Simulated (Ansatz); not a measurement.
The lowest singlet and triplet of H4Si2 (SMILES [SiH][SiH3]); geometries from B3LYP-D3(BJ)/def2-TZVP, each state relaxed from the structure named, with no frequency check.
Singlet at the triplet's geometry (charge 0, multiplicity 1):
```xyz
6

Si     1.1820    -0.4150    -0.1361
Si    -1.0244     0.2921     0.0872
H      2.3229     0.4383     0.3026
H     -1.3719     0.5386     1.5091
H     -1.8831    -0.7909    -0.4434
H     -1.2744     1.5357    -0.6837
```

```tsv
level	gap E(singlet) − E(triplet), vertical, at the triplet's geometry (kcal/mol)	cost
R-HF/cc-pV(D+d)Z	12.97	-
U-HF/cc-pV(D+d)Z (spin-contaminated)	2.80	-
R-HF/cc-pV(T+d)Z	12.95	-
U-HF/cc-pV(T+d)Z (spin-contaminated)	1.99	-
R-SVWN5/def2-TZVPP	-2.52	×0.6
R-PBE/def2-TZVPP	0.83	×1
U-PBE/def2-TZVPP (spin-contaminated)	-2.40	×3
R-r2SCAN/def2-TZVPP	6.11	×2
U-r2SCAN/def2-TZVPP (spin-contaminated)	-1.15	×5
R-B3LYP/def2-TZVPP	-2.68	×1
U-B3LYP/def2-TZVPP (spin-contaminated)	-4.97	×3
U-PBE0/def2-TZVPP (spin-contaminated)	-1.95	×3
R-BHLYP/def2-TZVPP	-1.36	×1
U-BHLYP/def2-TZVPP (spin-contaminated)	-4.74	×3
R-wB97X-V/def2-TZVPP	-3.67	×4
U-wB97X-V/def2-TZVPP (spin-contaminated)	-5.35	×10
R-wB97M-V/def2-TZVPP	-5.69	×4
R-B2PLYP/def2-TZVPP	-2.09	×2
U-B2PLYP/def2-TZVPP (spin-contaminated)	-3.71	×4
R-MP2/cc-pV(D+d)Z	3.17	-
U-MP2/cc-pV(D+d)Z (spin-contaminated)	1.62	-
R-MP2/cc-pV(T+d)Z	1.00	-
U-MP2/cc-pV(T+d)Z (spin-contaminated)	0.78	-
R-SCS-MP2/cc-pV(D+d)Z	-0.32	-
U-SCS-MP2/cc-pV(D+d)Z (spin-contaminated)	-0.57	-
R-SCS-MP2/cc-pV(T+d)Z	-3.25	-
U-SCS-MP2/cc-pV(T+d)Z (spin-contaminated)	-1.93	-
R-CCSD/cc-pV(D+d)Z	-0.57	-
U-CCSD/cc-pV(D+d)Z (spin-contaminated)	-0.81	-
R-CCSD/cc-pV(T+d)Z	-2.05	-
U-CCSD/cc-pV(T+d)Z (spin-contaminated)	-2.07	-
R-CCSD(T)/cc-pV(D+d)Z	-1.06	×0.9
R-CCSD(T)/cc-pV(T+d)Z	-2.70	×5
U-CCSD(T)/cc-pV(T+d)Z (spin-contaminated)	-2.22	×10
SA-CASSCF(2,2)/cc-pV(D+d)Z	2.01	-
SC-NEVPT2 on SA-CASSCF(2,2)/cc-pV(T+d)Z	-3.93	-
FIC-NEVPT4(SD) on SA-CASSCF(2,2)/cc-pV(D+d)Z	-0.78	-
FIC-NEVPT4(SD) on SA-CASSCF(2,2)/cc-pV(T+d)Z	-2.97	-
FIC-MRCISD+Q on SA-CASSCF(2,2)/cc-pV(D+d)Z	-0.80	-
FIC-MRCISD+Q on SA-CASSCF(2,2)/cc-pV(T+d)Z	-2.75	-
```

The rows run from -5.69 (R-wB97M-V/def2-TZVPP) to 12.97 kcal/mol (R-HF/cc-pV(D+d)Z). In cc-pV(T+d)Z the value moves R-HF 12.95, R-MP2 1.00, R-CCSD -2.05, R-CCSD(T) -2.70, a shift of -15.66 from R-HF to R-CCSD(T). From cc-pV(D+d)Z (spin-contaminated) to cc-pV(T+d)Z (spin-contaminated) U-MP2 changes by -0.83. The 8 R-functionals in def2-TZVPP without D3 or D4 span 11.80, from R-wB97M-V to R-r2SCAN.

A positive gap puts the triplet lower; no zero-point energy. R- takes a restricted singlet. U- takes an unrestricted singlet (broken symmetry where lower, unprojected). The triplet is unrestricted in single-reference levels. Active spaces average the two states.

Cores are frozen in the correlated methods.

Doubts at one or more of the structures used: a restricted determinant that unrestricted orbitals would lower (R-HF/cc-pV(D+d)Z, R-HF/cc-pV(T+d)Z, R-SVWN5/def2-TZVPP, R-PBE/def2-TZVPP, R-r2SCAN/def2-TZVPP, R-B3LYP/def2-TZVPP, R-BHLYP/def2-TZVPP, R-wB97X-V/def2-TZVPP, R-B2PLYP/def2-TZVPP, R-MP2/cc-pV(D+d)Z, R-MP2/cc-pV(T+d)Z, R-SCS-MP2/cc-pV(D+d)Z, R-SCS-MP2/cc-pV(T+d)Z, R-CCSD/cc-pV(D+d)Z, R-CCSD/cc-pV(T+d)Z, R-CCSD(T)/cc-pV(D+d)Z, R-CCSD(T)/cc-pV(T+d)Z); T1 above 0.05 (U-CCSD/cc-pV(T+d)Z (spin-contaminated), U-CCSD(T)/cc-pV(T+d)Z (spin-contaminated)).

Programs: Ansatz (a quantum-chemistry and plane-wave program). Values without a source in brackets are computed.

Costs are rough ratios of core time to R-PBE/def2-TZVPP (about 1.9 s over the structures, on one shared machine); a dash marks a level with no comparable run of its own.
